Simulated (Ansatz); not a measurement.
Reaction (homolysis of the Cl–Si bond): `C#C[Si](F)(F)Cl` → Cl• + `C#C[Si](F)F`•

Calculated with Ansatz (gas phase, PBE0-D4/def2-TZVP geometries, no zero-point term in ΔE). CCSD(T)/CBS is the MP2 limit (def2-TZVPP, def2-QZVPP) plus CCSD(T) − MP2 in def2-TZVPP, frozen cores. This one scheme is used for every species, atoms too. Functionals use def2-TZVPP. No spin–orbit coupling; open shells (•) take unrestricted orbitals. Spin–orbit coupling would lower the free atoms: a little for Cl.

```tsv
level	ΔE (kJ/mol)
CAM-B3LYP-D4	485.2
PBE0	484.6
```

(1) What does CCSD(T)/CBS give? (Estimate.)

Largest T1 diagnostic among the species: 0.017.

## Answers

(1) The calculation gave: +505.9 kJ/mol. The listed levels differ from it by -20.7, -21.3 kJ/mol.

Leaving LDA and LC-ωPBE aside and taking each functional with its dispersion term where it has one, the values, not all of them listed here, spread over 40.3 kJ/mol, from BLYP-D4 to ωB97M-V. LDA lies +68.0 kJ/mol from PBE without D4, its usual overbinding. From PBE to PBE0 (25 % exact exchange), in def2-TZVPP and without D4, ΔE moves by +3.4 kJ/mol. At CCSD(T), def2-SVP lies −41.8 kJ/mol from the extrapolated value and def2-TZVPP −16.3 kJ/mol: correlation converges slowly with the basis, and small sets miss more of it in the bonded molecule than in its fragments.

CCSD(T)/CBS has its own doubt, a few kJ/mol and more with outer-core shells, so smaller differences from it don't rank the levels.
